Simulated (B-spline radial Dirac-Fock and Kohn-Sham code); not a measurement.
## Sb²⁺ in Watson spheres of different radius

The computed values come from an atomic code on a B-spline grid: multi-electron Dirac-Fock with separately optimised hole states, Breit and Lamb-shift corrections added in first order. The ion, [Kr] 4d10 5s2 5p1, sits in a hollow sphere of charge Q = -2, a simple model of the Madelung potential. Inside the sphere an electron's potential energy is raised by the constant 14.40·|Q|/R eV, so binding energies fall by about that much as long as the orbitals stay inside.

```
radius (Å)  14.40 |Q|/R (eV)  1s (eV)  2s (eV)  2p1/2 (eV)  2p3/2 (eV)  3s (eV)  3p1/2 (eV)  3p3/2 (eV)  3d3/2 (eV)  3d5/2 (eV)  4s (eV)  4p1/2 (eV)  4p3/2 (eV)  4d3/2 (eV)  4d5/2 (eV)  5s (eV)  5p (eV)
         2             14.40  30505.1   4719.9      4396.5      4148.1    962.3       830.0       783.1       551.8       542.4    176.2       129.6       121.0       46.10       44.87    18.23     9.87
         3              9.60  30509.7   4724.5      4401.1      4152.7    966.9       834.6       787.7       556.4       547.1    180.8       134.3       125.7       50.73       49.50    22.88    14.44
```

From the smallest to the largest radius 1s moves by +4.6 eV, while the constant potential alone would give +4.8 eV; the difference comes from charge outside the sphere and its screening.
